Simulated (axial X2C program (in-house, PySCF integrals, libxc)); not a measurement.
# Potential curves of AsSe⁺, spin-free

Calculated with an in-house relativistic program for diatomic molecules. Spin-free means the one-electron spin-free X2C Hamiltonian. Basis: Se dyall-v3z [8s9p6d1f], As dyall-v3z [9s9p6d1f] (cores contracted in-house); Gaussian nuclei, density fitting, unrestricted open shells. Masses: Se 79.917 u, As 74.922 u.

State: M_S = 0, Λ = 0 (closed shell). Energies in cm⁻¹ from the fragments at the same level (Se+ + As). Fits are polynomials in 1 − R0/R over 0.85 to 1.23 times the lowest point R0.

| R (Å) | MP2 | PBE0 |
| --- | --- | --- |
| 1.7974 | -23537 | -28906 |
| 1.8801 | -32464 | -36896 |
| 1.9420 | -36539 | -40283 |
| 2.0040 | -38947 | -41997 |
| 2.0660 | -40079 | -42415 |
| 2.1383 | -40202 | -41666 |
| 2.2106 | -39406 | -39944 |
| 2.3036 | -37487 | -36751 |
| 2.4172 | -34318 | -31951 |
| 2.5825 | -28555 | -24223 |

Correlated methods: 10 electrons correlated (number of frozen shells: Se 3 s, 2 p, 1 d; As 3 s, 2 p, 1 d), 174 virtual spin orbitals or spinors in MP2.

The state is one determinant whose occupation by symmetry is held fixed; it was picked as the lowest of a PBE0 search that is not exhaustive. Closed shells are restricted here (equal orbitals for both partners); the stretched side of such a curve lies too high. Dissociation energies refer to the lowest single-determinant-based atoms at the same level and basis. MP2 and coupled cluster on one determinant become unreliable at the stretched end.

(1) What are Re, ωe and De at the MP2 level?

(2) What are Re, ωe and De at the PBE0 level?

Answers

(1) At MP2, spin-free: Re = 2.109 Å, ωe ≈ 420 cm⁻¹, De = 4.99 eV to Se+ + As; Be follows as 0.098 cm⁻¹.

(2) At PBE0, spin-free: Re = 2.058 Å, ωe ≈ 481 cm⁻¹, De = 5.26 eV to Se+ + As; Be follows as 0.103 cm⁻¹.
